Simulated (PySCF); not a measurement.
Br₂ClGa.

```xyz
4

Ga     0.0000     0.0000     0.3579
Cl     0.0000     0.0000     2.4988
Br     0.0000     1.9825    -0.7654
Br     0.0000    -1.9825    -0.7654
```
Charge 0, spin multiplicity 1.

Coordinates come from a B3LYP-D3(BJ)/def2-SVP optimisation.

Level of theory: B3LYP/pcSseg-1 (PySCF). Non-relativistic, no solvent.

Task: Give the absolute GIAO shielding of each atom: isotropic value and principal components (ppm). (The exact figures need the calculation; the answer reports its results.)

Result: 
```json
[
 {"atom": "Ga1", "σ(iso)": "1304.9", "σ11": "1094.6", "σ22": "1369.6", "σ33": "1450.5", "span": "355.8"},
 {"atom": "Cl2", "σ(iso)": "747.8", "σ11": "559.5", "σ22": "702.3", "σ33": "981.6", "span": "422.1"},
 {"atom": "Br3", "σ(iso)": "2270.5", "σ11": "1880.8", "σ22": "2112.7", "σ33": "2818.1", "span": "937.3"},
 {"atom": "Br4", "σ(iso)": "2270.5", "σ11": "1880.8", "σ22": "2112.7", "σ33": "2818.1", "span": "937.3"}
]
```
